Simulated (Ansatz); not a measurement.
Geometry optimisation, RKS B3LYP-D4/6-31G* (Ansatz 0.2.0).

input.yaml

```yaml
crystal:
  periodic: [false, false, false]
  atoms:
    - { symbol: B, position_ang: [0.037324, -0.743547, -0.221246] }
    - { symbol: "N", position_ang: [-0.343308, 0.734504, 2.07546] }
    - { symbol: H, position_ang: [-1.155061, 1.11357, 2.562068] }
    - { symbol: H, position_ang: [0.470358, 0.970951, 2.643471] }
    - { symbol: C, position_ang: [1.427522, -0.055238, -0.54806] }
    - { symbol: H, position_ang: [2.107338, -0.745598, -1.070342] }
    - { symbol: H, position_ang: [1.303641, 0.831028, -1.184691] }
    - { symbol: H, position_ang: [1.9466, 0.274666, 0.36333] }
    - { symbol: C, position_ang: [-1.322464, -0.272077, -0.877968] }
    - { symbol: H, position_ang: [-2.198135, -0.8757, -0.602803] }
    - { symbol: H, position_ang: [-1.524767, 0.769506, -0.589697] }
    - { symbol: H, position_ang: [-1.245485, -0.281503, -1.977221] }
    - { symbol: "N", position_ang: [0.007815, -1.957831, 0.629533] }
    - { symbol: H, position_ang: [-0.877043, -2.435425, 0.744536] }
    - { symbol: C, position_ang: [1.136506, -2.633322, 1.245416] }
    - { symbol: H, position_ang: [1.208111, -3.684833, 0.927915] }
    - { symbol: H, position_ang: [2.063796, -2.13536, 0.950677] }
    - { symbol: H, position_ang: [1.090801, -2.622515, 2.348677] }
    - { symbol: H, position_ang: [-0.426648, -0.298177, 2.106148] }
basis:
  gaussian: { orbitals: "6-31G*" }
hamiltonian:
  xc: b3lyp
  dispersion: d4
relax:
  f_tol: 0.03
  max_steps: 50
```

Command:

```bash
$ ansatz run input.yaml --threads 4 --pin off --max-ram 5120MiB --backend cpu --events-out ev --progress --plain --runs-dir out
```

**Question.** Where does it end, and by what steps?

**Answer.** It converged. After 9 steps the energy has fallen by 0.147 eV; H4 moved furthest, 0.50 Å.

```csv
step,energy less start (eV),largest force component (eV/Å),accepted
0,0.0000,1.743,yes
1,-0.1127,0.936,yes
2,-0.1246,0.819,yes
3,-0.0686,0.595,no
4,-0.1434,0.206,yes
5,-0.1450,0.065,yes
6,-0.1467,0.049,yes
7,-0.1470,0.033,yes
8,-0.1473,0.045,yes
9,-0.1475,0.027,yes
```

```xyz
19
Properties=species:S:1:pos:R:3
B 0.072 -0.845 -0.332
N -0.385 0.914 2.383
H -1.290 1.054 2.833
H 0.314 1.012 3.119
C 1.457 -0.162 -0.707
H 2.125 -0.858 -1.235
H 1.321 0.710 -1.355
H 2.001 0.182 0.183
C -1.293 -0.319 -0.940
H -2.175 -0.921 -0.683
H -1.469 0.703 -0.579
H -1.242 -0.252 -2.036
N 0.029 -1.926 0.574
H -0.868 -2.364 0.750
C 1.138 -2.596 1.234
H 1.245 -3.637 0.899
H 2.069 -2.073 1.005
H 1.016 -2.606 2.326
H -0.358 -0.061 2.087
```

Whether the end is a true minimum wasn't checked by a vibrational analysis.

The run took 20 s on 4 threads of Arm Neoverse V2 (shared host), peak memory 0.3 GiB.
